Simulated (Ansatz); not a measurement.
Stretching the Cd1–H2 bond in CdH2Se (SMILES [SeH][CdH]) (multiplicity 1 held, fragments rigid). Energies count from the point at 1.673 Å.
Geometry at that point (charge 0, multiplicity 1):
```tsv
atom	x (Å)	y (Å)	z (Å)
Cd	-0.5778	-0.4349	-0.7165
H	-1.5269	-1.1554	-1.8906
Se	0.8327	0.6655	1.0152
H	0.9514	-0.5964	1.7664
```

Restricted levels (R-, RO-) in cc, def2 and unpolarised 6-31G sets keep to the state of the molecule at rest. U- levels take the lowest unrestricted solution at each point, which mixes spins at long bonds. Active spaces are followed from a long bond inwards. Levels need not reach the same state.

Correlated levels freeze the cores. Filled d and f shells under p-block atoms count as core.

Run with Ansatz (Gaussian orbitals). Values without a source in brackets are computed. In def2 rows elements past Kr take small-core potentials, without spin–orbit coupling.

Energies in kJ/mol.

```json
[
 {"R (Å)": "1.338", "U-HF/def2-SVP": "130", "U-MP2/def2-SVP": "101", "R-CCSD/def2-SVP": "110", "FIC-MRCISD+Q on CASSCF(2,2)/def2-SVP": "111"},
 {"R (Å)": "1.506", "U-HF/def2-SVP": "29", "U-MP2/def2-SVP": "17", "R-CCSD/def2-SVP": "21", "FIC-MRCISD+Q on CASSCF(2,2)/def2-SVP": "22"},
 {"R (Å)": "1.673", "U-HF/def2-SVP": "0", "U-MP2/def2-SVP": "0", "R-CCSD/def2-SVP": "0", "FIC-MRCISD+Q on CASSCF(2,2)/def2-SVP": "0"},
 {"R (Å)": "1.840", "U-HF/def2-SVP": "9", "U-MP2/def2-SVP": "16", "R-CCSD/def2-SVP": "13", "FIC-MRCISD+Q on CASSCF(2,2)/def2-SVP": "12"},
 {"R (Å)": "2.007", "U-HF/def2-SVP": "38", "U-MP2/def2-SVP": "50", "R-CCSD/def2-SVP": "42", "FIC-MRCISD+Q on CASSCF(2,2)/def2-SVP": "41"},
 {"R (Å)": "2.258", "U-HF/def2-SVP": "97", "U-MP2/def2-SVP": "112", "R-CCSD/def2-SVP": "98", "FIC-MRCISD+Q on CASSCF(2,2)/def2-SVP": "95"},
 {"R (Å)": "2.509", "U-HF/def2-SVP": "149", "U-MP2/def2-SVP": "188", "R-CCSD/def2-SVP": "153", "FIC-MRCISD+Q on CASSCF(2,2)/def2-SVP": "148"},
 {"R (Å)": "2.927", "U-HF/def2-SVP": "188", "U-MP2/def2-SVP": "244", "R-CCSD/def2-SVP": "227", "FIC-MRCISD+Q on CASSCF(2,2)/def2-SVP": "216"},
 {"R (Å)": "3.346", "U-HF/def2-SVP": "202", "U-MP2/def2-SVP": "263", "R-CCSD/def2-SVP": "273", "FIC-MRCISD+Q on CASSCF(2,2)/def2-SVP": "256"},
 {"R (Å)": "3.847", "U-HF/def2-SVP": "208", "U-MP2/def2-SVP": "269", "R-CCSD/def2-SVP": "303", "FIC-MRCISD+Q on CASSCF(2,2)/def2-SVP": "276"},
 {"R (Å)": "4.517", "U-HF/def2-SVP": "210", "U-MP2/def2-SVP": "271", "R-CCSD/def2-SVP": "318", "FIC-MRCISD+Q on CASSCF(2,2)/def2-SVP": "284"},
 {"R (Å)": "5.353", "U-HF/def2-SVP": "210", "U-MP2/def2-SVP": "272", "R-CCSD/def2-SVP": "325", "FIC-MRCISD+Q on CASSCF(2,2)/def2-SVP": "286"}
]
```

Doubts at one or more of the structures used: a spin-contaminated determinant (U-HF/def2-SVP, U-MP2/def2-SVP); a restricted determinant that unrestricted orbitals would lower (R-CCSD/def2-SVP); other coupled-cluster roots lie near (R-CCSD/def2-SVP); T1 above 0.05 (R-CCSD/def2-SVP).

Ansatz is an electronic-structure program.
